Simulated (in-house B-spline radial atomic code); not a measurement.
Computed with a B-spline radial atomic code. Model: two electrons, singlet ground state, non-relativistic, full CI in B-splines with partial waves to l = 8 (at full coupling up to 3e-4 hartree above the limit, correlation up to 0.6 % small), density held at that of full coupling by Lieb maximisation.

W(λ) is the mean repulsion in the state of coupling λ less the Hartree energy of the fixed density. Its start is exact exchange, its initial slope is twice the second-order Görling-Levy correlation energy, and its area from 0 to 1 is E_xc. A straight curve means weak, dynamic correlation, and a curve that drops fast and flattens means strong correlation.

Command:
```bash
python run_ac.py task.json out
```
Settings (lengths in bohr, energies in hartree):
```
potential              dot
strength               0.754
lmax                   8
second                 0.3
```

Time taken, with all properties: 8.4 s on 1 thread of Intel(R) Xeon(R) Processor @ 2.30GHz (shared host).

**W = mean repulsion less Hartree energy, and W of three functionals.**

Given: confinement charge in harmonic well; well frequency 0.754 hartree; nuclear charge 0.3; external potential omega^2 r^2/2 - Z/r.

Computed: LDA exchange minus exact 100.56 millihartree; PBE exchange minus exact 29.442 millihartree.

```csv
coupling,W xc (hartree),W xc minus exchange (millihartree),kinetic minus Kohn-Sham (millihartree),LDA (PW92) W minus its exchange (millihartree),PBE W minus its exchange (millihartree),SCAN W minus its exchange (millihartree)
0,-0.68843,0,0,0,0,0
0.02,-0.69036,-1.935,0.02,-11.07,-2.96,-1.88
0.05,-0.69322,-4.789,0.12,-22.32,-7.25,-4.63
0.12,-0.69965,-11.226,0.66,-41.91,-16.61,-10.73
0.25,-0.71083,-22.407,2.72,-68.51,-32.01,-21.23
0.4,-0.7226,-34.177,6.53,-91.86,-47.41,-32.24
0.6,-0.73665,-48.22,13.53,-116.48,-65.09,-45.45
0.8,-0.74907,-60.646,22.2,-136.5,-80.33,-57.26
1,-0.76012,-71.697,32.12,-153.41,-93.72,-67.91
1.4,-0.77889,-90.459,54.5,-180.93,-116.34,-86.39
2,?,?,?,?,?,?
3,?,?,?,?,?,?
4.5,-0.85187,-163.45,248.22,-285.62,-208.76,-164.32
7,-0.87677,-188.34,388.41,-323.91,-244.14,-192.3
10,-0.8944,-205.98,536.19,-352.73,-271.12,-211.42
```

(1) What belongs in the row 2?

(2) What belongs in the row 3?

(3) What is the SCAN exchange minus exact?

**Energy parts, natural occupations and partial-wave weights.**

Computed: total energy 2.3225 hartree; exchange energy -0.68843 hartree; kinetic part of the DFT correlation energy 0.032124 hartree; kinetic part over minus potential part 0.44805; Hartree energy 1.3769 hartree; Kohn-Sham kinetic 1.1112 hartree; Lieb Oxford ratio E_xc over LDA exchange 1.2384.

```json
{"natural": "s", "occupation of the shell (electrons)": "1.9695"}
{"natural": "p", "occupation of the shell (electrons)": "0.02709"}
{"natural": "s", "occupation of the shell (electrons)": "0.0021607"}
{"natural": "d", "occupation of the shell (electrons)": "0.00083367"}
{"natural": "p", "occupation of the shell (electrons)": "?"}
{"natural": "f", "occupation of the shell (electrons)": "9.963e-05"}
```

(4) What belongs in the row p?

| wave | weight |
| --- | --- |
| s | 0.98583 |
| p | 0.01366 |
| d | 0.00043759 |
| f | ? |
| g | 1.2232e-05 |

(5) What belongs in the row f?

(6) What is the initial slope twice GL2?

(7) What is the correlation energy?

Answers

(1) W xc (hartree): -0.80081; W xc minus exchange (millihartree): -112.38; kinetic minus Kohn-Sham (millihartree): 91.46; LDA (PW92) W minus its exchange (millihartree): -212.13; PBE W minus its exchange (millihartree): -142.99; SCAN W minus its exchange (millihartree): -108.75.

(2) W xc (hartree): -0.82673; W xc minus exchange (millihartree): -138.3; kinetic minus Kohn-Sham (millihartree): 155.39; LDA (PW92) W minus its exchange (millihartree): -248.92; PBE W minus its exchange (millihartree): -175.49; SCAN W minus its exchange (millihartree): -136.39.

(3) 3.0267 millihartree.

(4) occupation of the shell (electrons): 0.0002165.

(5) weight: 5.5245e-05.

(6) -0.097419 hartree.

(7) -0.039573 hartree.

Half-way to full coupling W has made 57 % of its drop, against 50 % for a straight line, and second-order (GL2) theory, half the initial slope, overshoots the correlation energy by about 23 %: a moderate bend, as in light atoms. Over couplings 0 to 1 the errors in E_xc come to about +43 millihartree for LDA, +16 millihartree for PBE, +5.2 millihartree for SCAN, so SCAN is nearest. In LDA and PBE the errors of exchange and correlation have opposite signs, so the sum is smaller than the larger of the two.
